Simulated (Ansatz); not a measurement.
# A ladder of methods for InH3 (SMILES [H][In]([H])[H])

InH3 has 4 atoms, charge 0, and is taken as a singlet. SMILES: `[H][In]([H])[H]`. The shape comes from GFN2-xTB, which is rough for such elements, and wasn't checked as a minimum.

```
atom    x (Å)    y (Å)    z (Å)
  In   0.0006  -0.0007  -0.0005
   H   1.7189  -0.0278   0.0135
   H  -0.8345   1.5014  -0.0178
   H  -0.8851  -1.4729   0.0048
```

Quantity: the vertical ionisation energy (to the doublet cation), in eV. The values are calculated.

```json
{"level": "HF/STO-3G", "kind": "Hartree–Fock", "program": "Ansatz", "value (eV)": "7.96", "less FCI/STO-3G": "+0.07", "CPU time (all runs)": "0.76 s"}
{"level": "BLYP/STO-3G", "kind": "GGA", "program": "Ansatz", "value (eV)": "7.88", "less FCI/STO-3G": "-0.01", "CPU time (all runs)": "3.4 s"}
{"level": "revPBE/STO-3G", "kind": "GGA", "program": "Ansatz", "value (eV)": "7.95", "less FCI/STO-3G": "+0.06", "CPU time (all runs)": "3.2 s"}
{"level": "r2SCAN/STO-3G", "kind": "meta-GGA", "program": "Ansatz", "value (eV)": "8.17", "less FCI/STO-3G": "+0.28", "CPU time (all runs)": "8.3 s"}
{"level": "PBE0/STO-3G", "kind": "global hybrid", "program": "Ansatz", "value (eV)": "8.32", "less FCI/STO-3G": "+0.43", "CPU time (all runs)": "3.6 s"}
{"level": "r2SCAN0/STO-3G", "kind": "hybrid meta-GGA", "program": "Ansatz", "value (eV)": "8.43", "less FCI/STO-3G": "+0.54", "CPU time (all runs)": "8.1 s"}
{"level": "CAM-B3LYP/STO-3G", "kind": "range-separated hybrid", "program": "Ansatz", "value (eV)": "8.45", "less FCI/STO-3G": "+0.56", "CPU time (all runs)": "4.6 s"}
{"level": "MP2/STO-3G", "kind": "perturbation theory", "program": "Ansatz", "value (eV)": "8.07", "less FCI/STO-3G": "+0.18", "CPU time (all runs)": "0.82 s"}
{"level": "CCSDTQ/STO-3G", "kind": "coupled cluster or CI", "program": "Ansatz", "value (eV)": "7.89", "less FCI/STO-3G": "0.00", "CPU time (all runs)": "33 s"}
{"level": "FCI/STO-3G", "kind": "exact in the basis", "program": "Ansatz", "value (eV)": "7.89", "less FCI/STO-3G": "0.00", "CPU time (all runs)": "3.1 s"}
```

FCI/STO-3G is exact within its basis and frozen core, so for wave-function methods in that basis the difference is their error; functionals converge differently with the basis, so for them it is only a difference. All-electron rows without a relativistic Hamiltonian named are non-relativistic. Spin-orbit coupling, which can split open shells on such heavy atoms by tenths of an eV, is left out. The values span 7.88 to 8.45 eV. All rows use very small basis sets, so even the best lies far from the true value. In the correlated wave-function rows the outer d shell of In is correlated, in sets not made for it. CPU times are rough (shared hosts, several kinds of processor): they show what a rung costs within a factor of a few.
